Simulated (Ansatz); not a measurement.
Consider the ligand exchange at the Si–O bond: `[F][Al]([SH])[O][SiH3]` + `CN[SiH2]Cl` → `CN([SiH3])[SiH2]Cl` + `[OH][Al]([F])[SH]`.

Calculated with Ansatz (gas phase, PBE0-D4/def2-TZVP geometries, no zero-point term in ΔE). CCSD(T)/CBS is the MP2 limit (def2-TZVPP, def2-QZVPP) plus CCSD(T) − MP2 in def2-TZVPP, frozen cores. DFT in def2-TZVPP. B3LYP here is the variant with VWN-RPA as its local correlation; programs differ in this. HSE06 is defined as in plane-wave codes. One conformer a species, not always the lowest.

`[F][Al]([SH])[O][SiH3]`:

```xyz
9

F     1.892    0.188    2.212
Al    0.518    0.573    1.403
S    -0.796    2.028    2.307
O     0.170   -0.144   -0.060
Si    0.010   -0.959   -1.461
H    -1.666    1.941    1.285
H     0.961   -0.421   -2.468
H     0.289   -2.403   -1.246
H    -1.377   -0.803   -1.970
```

`CN[SiH2]Cl`:

```xyz
10

C    -0.143   -1.103    0.869
N     0.612   -0.290   -0.063
Si   -0.054    0.994   -0.951
Cl   -0.589    2.649    0.181
H    -0.152   -0.696    1.886
H     0.255   -2.121    0.907
H    -1.180   -1.173    0.533
H     1.600   -0.258    0.136
H     0.963    1.460   -1.919
H    -1.313    0.538   -1.580
```

`CN([SiH3])[SiH2]Cl`:

Z-matrix (Å, degrees):
```
C
N 1 1.464
H 1 1.095 2 112.1
H 1 1.094 2 110.6 3 -120.8
H 1 1.093 2 110.7 3 120.4
Si 2 1.734 1 116.3 3 75.9
Si 2 1.707 1 118.2 3 -93.4
H 6 1.483 2 108.2 1 179.5
H 6 1.488 2 109.2 1 59.1
H 6 1.489 2 111.6 1 -59.7
Cl 7 2.067 2 112.8 1 72.3
H 7 1.477 2 109.2 1 -168.7
H 7 1.481 2 109.3 1 -44.4
```

`[OH][Al]([F])[SH]`:

Z-matrix (Å, degrees):
```
Al
F 1 1.641
S 1 2.167 2 118.8
O 1 1.679 2 118.1 3 -180.0
H 3 1.345 1 92.0 2 -0.0
H 4 0.955 1 125.1 2 179.9
```

| level | ΔE (kcal/mol) | difference from CCSD(T)/CBS |
| --- | --- | --- |
| LDA (SPW92) | 11.8 | -2.0 |
| HSE06-D4 | 13.2 | -0.6 |
| ωB97X-V | 14.3 | 0.5 |
| PBE-QIDH | 14.1 | 0.3 |
| BLYP | 16.3 | 2.5 |
| r2SCAN | 14.5 | 0.7 |
| PBE0 | 14.3 | 0.5 |
| B3LYP | 16.7 | 2.9 |
| r2SCANh | 14.7 | 0.9 |
| r2SCAN0 | 15.0 | 1.2 |
| BHLYP | 17.7 | 3.9 |
| LC-ωPBE | 14.7 | 0.9 |
| RPA@PBE/def2-TZVPP | 13.8 | 0.0 |
| MP2/def2-SVP | 14.0 | 0.2 |
| MP2/def2-TZVPP | 13.2 | -0.6 |
| HF/def2-QZVPP | 20.2 | 6.4 |
| CCSD(T)/CBS | 13.8 | 0 |

Largest T1 diagnostic among the species: 0.012.

From PBE to PBE0 (25 % exact exchange), in def2-TZVPP and without D4, ΔE moves by +0.9 kcal/mol. The D4 term adds −2.2 kcal/mol with B3LYP and −1.2 kcal/mol with PBE0; it sums over pairs of atoms, weighted by their polarisabilities, and B3LYP, whose exchange is more repulsive, gets the larger term. In def2-TZVPP, CCSD(T) changes the Hartree–Fock value by −6.2 kcal/mol (the triples alone add −1.0 kcal/mol) and MP2 by −6.7 kcal/mol.
